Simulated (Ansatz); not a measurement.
Gas-phase electronic energies from Ansatz, PBE0-D4/def2-TZVP geometries. CCSD(T)/CBS adds triple-zeta CCSD(T) − MP2 to the extrapolated MP2 energy (def2 sets, frozen cores). Functionals use def2-TZVPP. B3LYP here is the variant with VWN-RPA as its local correlation; programs differ in this. For Ga, Ge outer-core shells are correlated without core-valence functions, which leaves a few kJ/mol of doubt a bond. Scalar relativity is left out up to krypton. One conformer a species, not always the lowest.

`C=[CH][Ge]([Cl])([Cl])[Cl]` + `[NH2][GaH][SiH3]` → `C=[CH][Ga]([NH2])[SiH3]` + `[Cl][GeH]([Cl])[Cl]`  (formal exchange of groups at a C–Ge bond)

(1) Is it downhill or uphill in electronic energy at CCSD(T)/CBS, and by how much? (An estimate is asked.)

(2) What do these levels give: B3LYP-D4, ωB97M-V, PBE, PBE0, MP2/CBS(def2), CCSD/CBS(def2)? (Estimate.)

Largest T1 diagnostic among the species: 0.015.

Results:

(1) Ansatz gave: Uphill: ΔE = +7.2 kJ/mol.

(2) Ansatz gave: B3LYP-D4 9.5, ωB97M-V 10.2, PBE 7.1, PBE0 7.2, MP2/CBS(def2) 8.6, CCSD/CBS(def2) 6.3 kJ/mol.

The D4 term adds +3.7 kJ/mol with B3LYP and +2.0 kJ/mol with PBE0; it sums over pairs of atoms, weighted by their polarisabilities, and B3LYP, whose exchange is more repulsive, gets the larger term.
